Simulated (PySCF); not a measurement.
## Exercise with solution: entropy of an ideal gas

AlH₂IO₂, SMILES [OH][Al]([OH])[I].

Coordinates come from a PBE0-D3(BJ)/def2-SVP optimisation. The def2 effective core potentials stand for the cores of I; spin–orbit coupling is left out. The values are those of a single conformer.

PBE0-D3(BJ)/def2-SVP run with PySCF gives the harmonic wavenumbers 146, 193, 237, 289, 342, 343, 530, 589, 812, 982, 3995, 3995 cm⁻¹ and the rotational temperatures 0.3126, 0.0658, 0.0543 K. The molar mass is 187.90 g/mol, the symmetry number 2, the spin multiplicity 1.

Problem. Work out the entropy at 298.15 K and 1 atm in the rigid-rotor, harmonic-oscillator model.

Solution. 
Translation (Sackur–Tetrode at 1 atm): S = R[1.5 ln M + 2.5 ln T − 1.16487] = 174.0 J/(mol K).
Rotation: q = (√π/σ) T^1.5/√(θA θB θC) = 137000, S = R[ln q + 3/2] = 110.8 J/(mol K).
Vibration: with u = 1.4388 ν/T, each mode gives R[u/(e^u − 1) − ln(1 − e^−u)]:
```tsv
ν (cm⁻¹)	modes	u	S (J/(mol K))
146	1	0.70	11.40
193	1	0.93	9.20
237	1	1.14	7.64
289	1	1.39	6.19
342	1	1.65	5.03
343	1	1.66	5.01
530	1	2.56	2.46
589	1	2.84	1.96
812	1	3.92	0.83
982	1	4.74	0.42
```
The stiffer modes add less than 0.005 each. Sum 50.1 J/(mol K).
Spin: R ln 1 = 0.0 J/(mol K).
Total 335.0 J/(mol K); the program's own thermochemistry gives 335.0. Translation makes up 52 % and vibration 15 %. Anharmonicity, hindered rotation and orbital degeneracy are left out.
